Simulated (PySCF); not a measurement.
How methods differ on the ionisation energy of Os⁶⁵⁺

Os⁶⁵⁺ [Ne] 3s1 (2S) → Os⁶⁶⁺ [Ne] (1S), as a difference of total energies. All numbers are calculated (PySCF 2.14, scalar relativity by spin-free X2C-1e, in an even-tempered Gaussian basis (17 s from 19 bohr⁻², ratio 2.5; 12 p from 25 bohr⁻², ratio 2.5; 4 d from 89 bohr⁻², ratio 2.7; 4 f from 130 bohr⁻², ratio 2.7)). Correlated levels: outer shells: 1s2 frozen; virtual orbitals above 40 to 60 times the deepest correlated orbital energy dropped. The calculations carry no spin-orbit coupling.

| method | ionisation energy (eV) |
| --- | --- |
| UHF | 7610.8 |
| MP2 (outer shells) | 7611.6 |
| SCS-MP2 (outer shells) | 7611.5 |
| CCSD (outer shells) | 7611.7 |
| CCSD(T) (outer shells) | 7611.7 |

Breit and QED terms and the two-electron picture change are absent.

For comparison: 7610 ± 30 eV (theoretical estimate listed by NIST; NIST Atomic Spectra Database, ionization energies).
